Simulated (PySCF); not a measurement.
**Löwdin shares of the frontier orbitals**

Species: C3H18Si5.
Geometry (PBE0-D3(BJ)/def2-SVP, Å), atoms numbered from 1 in this order:
```
atom  x, y, z in Å
C1     2.2483    1.3615   -0.8903
C2     1.9643    0.2257   -1.8674
Si3    0.9577   -1.2017   -1.1394
C4     1.8630   -2.0455    0.2819
Si5   -1.1117   -0.3972   -0.3663
Si6   -2.6210   -2.1787   -0.1931
Si7   -0.9296    0.5659    1.7613
Si8   -1.9671    1.1898   -1.8588
H9     2.7984    1.0110   -0.0024
H10    1.3160    1.8262   -0.5309
H11    2.8516    2.1581   -1.3536
H12    2.9063   -0.1997   -2.2578
H13    1.4187    0.6033   -2.7502
H14    0.6824   -2.2043   -2.2209
H15    1.2611   -2.8689    0.6962
H16    2.0676   -1.3358    1.0987
H17    2.8237   -2.4620   -0.0607
H18   -3.9334   -1.7216    0.3614
H19   -2.8550   -2.7944   -1.5364
H20   -2.0628   -3.2275    0.7185
H21   -0.0481    1.7750    1.7399
H22   -0.3488   -0.4214    2.7252
H23   -2.2807    0.9738    2.2588
H24   -2.1563    0.5770   -3.2110
H25   -1.0144    2.3373   -1.9914
H26   -3.2835    1.7211   -1.3865
```

The calculation used TDDFT CAM-B3LYP/def2-SVPD, vertical, gas phase, core orbitals frozen in the response (PySCF).

Kohn–Sham orbitals with the atoms that hold most of them (Löwdin shares over 4%, at most four atoms; ? is withheld):

```csv
orbital,ε (eV),atoms
LUMO+2,0.87,"Si6 24%, Si8 16%, Si5 11%, H20 9%"
LUMO+1,0.78,"Si8 18%, Si5 16%, Si6 12%, Si7 9%"
LUMO,0.74,?
HOMO,?,?
HOMO-1,-9.02,"Si5 29%, Si6 22%, Si8 12%, Si7 7%"
HOMO-2,-9.05,"Si5 30%, Si7 23%, Si8 17%, H22 5%"
HOMO-3,-9.96,"C2 26%, Si3 20%, C1 11%, C4 10%"
```

**Question.** Give the leading atoms of the HOMO.

**Answer.** Si5 (bonded to 4 Si) 30%; Si3 (bonded to 2 C, Si and H) 23%; C2 (bonded to C, Si and 2 H) 9%; Si6 (bonded to Si and 3 H) 8%. By element: silicon 61% or more, carbon 9% or more.

**Question.** Which atoms hold the LUMO, and with what shares?

**Answer.** Si7 (bonded to Si and 3 H) 18%; Si5 (bonded to 4 Si) 14%; Si3 (bonded to 2 C, Si and H) 11%; H23 (bonded to Si) 7%. By element: silicon 44% or more, hydrogen 7% or more.

**Question.** What is the HOMO energy, and the HOMO–LUMO gap?

**Answer.** ε(HOMO) = -8.70 eV; the gap is 9.43 eV (0.3466 hartree).

**Question.** How does S1 compare with the orbital gap of 9.43 eV?

**Answer.** S1 is at 6.42 eV (f = 0.0075), 3.01 eV below the gap, made of HOMO→LUMO (71%). Without the coupling terms of the response equations the lowest excitation would equal the gap.

Next come S2 at 6.46 eV (f 0.012), HOMO→LUMO+1 (68%); S3 at 6.63 eV (f 0.0008), HOMO-2→LUMO+1 (21%), HOMO-1→LUMO+1 (18%), HOMO-2→LUMO (10%); S4 at 6.66 eV (f 0.0029), HOMO→LUMO+4 (38%), HOMO→LUMO+3 (27%); S5 at 6.71 eV (f 0.0029), HOMO→LUMO+3 (42%), HOMO→LUMO+4 (18%), HOMO→LUMO+2 (14%).

Löwdin shares depend on the basis, the more so with diffuse functions.

One conformer stands for the species.
